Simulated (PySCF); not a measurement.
**NMR data sheet: C7H10OSi**

* Formula: C7H10OSi
* SMILES: C[SiH2]Oc1ccccc1
* InChI: InChI=1S/C7H10OSi/c1-9-8-7-5-3-2-4-6-7/h2-6H,9H2,1H3
* Point group of the computed structure: C1
* Degrees of unsaturation: 4
* Carbon signals: 5
* Proton signals: 5

Numbering as in the mapped SMILES `[CH3:1][SiH2:2][O:3][c:4]1[cH:5][cH:6][cH:7][cH:8][cH:9]1` (H(Xn): hydrogen on atom n).

[PySCF 2.14.0 with density-fitted response routines: structure optimised with PBE0-D3(BJ)/def2-SVP; NMR shieldings at HF/pcSseg-1/GIAO; no relativistic terms; fast rotation and ring inversion assumed for equivalent nuclei; in vacuum; one conformer]

Referencing at the same level of theory: TMS for 1H (σ = 31.69 ppm), 13C (σ = 190.85 ppm), 29Si (σ = 393.43 ppm); 17O (σ = 333.31 ppm) vs H2O.

| carbon | δC, type | δH (multiplicity) | HMBC from (2–3 bonds) | span of the C tensor (ppm) |
| --- | --- | --- | --- | --- |
| C1 | -2.9, CH3 | 0.53 (t) | H(Si2) | 18 |
| C4 | 164.5, C | – | H(C6)/H(C8), H(C5)/H(C9), H(Si2) | 219 |
| C5/C9 | 122.3, CH | 7.04 (d) | H(C6)/H(C8), H(C7), H(C5)/H(C9) | 200 |
| C6/C8 | 139.6, CH | 7.55 (m) | H(C6)/H(C8), H(C7), H(C5)/H(C9) | 252 |
| C7 | 126.1, CH | 7.06 (t) | H(C6)/H(C8), H(C5)/H(C9) | 235 |

Other nuclei:
| atoms | nucleus | environment | δ (ppm) | σ (ppm) |
| --- | --- | --- | --- | --- |
| H(Si2) | 1H | hydrogen on a silicon bonded to C, O | 4.61 | 27.08 |
| Si2 | 29Si | silicon bonded to C, O, 2 H | -18.7 | 412.1 |
| O3 | 17O | oxygen bonded to C, Si | 74.7 | 258.6 |

- Carbon types of the structure: 1 × C, 5 × CH, 1 × CH3, leaving 2 H on heteroatoms.
- δC 164.5: aromatic carbon bearing oxygen; the electronegative substituent deshields the carbon that carries it.
- δC 139.6, 126.1, 122.3: aromatic CH.
- δC -2.9: methyl carbon bonded to Si; an electropositive neighbour leaves it electron-rich and shielded.
- δH 7.55, 7.06, 7.04: hydrogen on an aromatic CH.
- δH 0.53: hydrogen on a methyl carbon bonded to Si; an electropositive neighbour shields it, as in TMS itself.

Shifts are as computed. Against solution values, carbons near 30 ppm lie about -0 ppm off and those near 130 ppm about +7 ppm. Of 1211 compounds with measured shifts, 218 miss one by over three times the rms of a fit or turn the order of signals round; such compounds aren't used in these exercises. Experimental scales use liquid or dissolved standards, which lie at an offset from isolated H2O (liquid H2O: subtract about 36 ppm). No couplings were computed; multiplicities are counted from neighbouring protons, with m where these are inequivalent, close in shift, in a saturated or five-membered ring or joined by F or P, and br s for small geminal =CH2 splittings.
